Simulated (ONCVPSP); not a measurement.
# nitrogen: one change to an ONCV potential, before and after

* Element: nitrogen (N)
* Generator: ONCVPSP 4.0.1
* Type: optimised norm-conserving Vanderbilt (ONCV)
* Functional: PBEsol
* Relativity: scalar-relativistic
* Frozen core: [He]
* Valence charge: 5
* Reference configuration: 2s2 2p3
* Partial waves: 2s: rc 1.15 bohr, ncon 4, nbas 7, qcut 5.8 1/bohr, local; 2p: rc 2.25 bohr, ncon 4, nbas 7, qcut 7.8 1/bohr, 2 projectors, debl 1.9 Ha
* Local potential: the s channel
* Core correction: Teter function, fcfact 4.25, rcfact 1.55

All-electron outer shells of the reference configuration (PBEsol, scalar-relativistic, ld1.x):

```csv
shell,level (eV),outermost node (bohr),outermost maximum (bohr)
1s,-383.09,–,0.15
2s,-18.46,0.32,1.02
2p,-7.04,–,0.98
```

Change: s: rc 1.22.

Cutoffs: the cutoffs (Ha) at which the residual kinetic energy of the hardest occupied pseudo-wave falls to 1 and 0.1 mHa per electron; they do not see the model core or the augmentation charge, which bear on the density cutoff. Errors are all-electron minus pseudo energies relative to the spin-unpolarised reference configuration.

Q: Predict the effect on cutoff, ghosts and configuration errors.

A: The potential gets softer (40 Ha and 87 Ha → 29 Ha and 75 Ha); the errors of the 4 common tests hardly move; neither file shows a bound ghost. A larger radius leaves more room for a smooth pseudo-wave, so fewer plane waves are needed.

```tsv
quantity	base	changed
cutoff, loose	40 Ha	29 Ha
cutoff, tight	87 Ha	75 Ha
loose cutoff by channel	s 40 Ha, p 16 Ha	s 29 Ha, p 16 Ha
bound ghosts	none	none
GHOST(+) flags under 300 eV	none	none
error for 2s2 2p2, meV [ΔE 13.52 eV]	+71	+72
error for 2s2 2p1, meV [ΔE 42.26 eV]	+542	+552
error for 2s2 2p0, meV [ΔE 89.14 eV]	+1984	+2025
error for 2s1 2p4, meV [ΔE 11.43 eV]	-9.0	-10.0
p: phases at 2.29 bohr within 0.05 rad from the reference energy up to (Ha; the scan ends near 5)	4.3	4.3
rms error of d²Exc/dni dnj with the model core, mHa	1.51	1.56
```
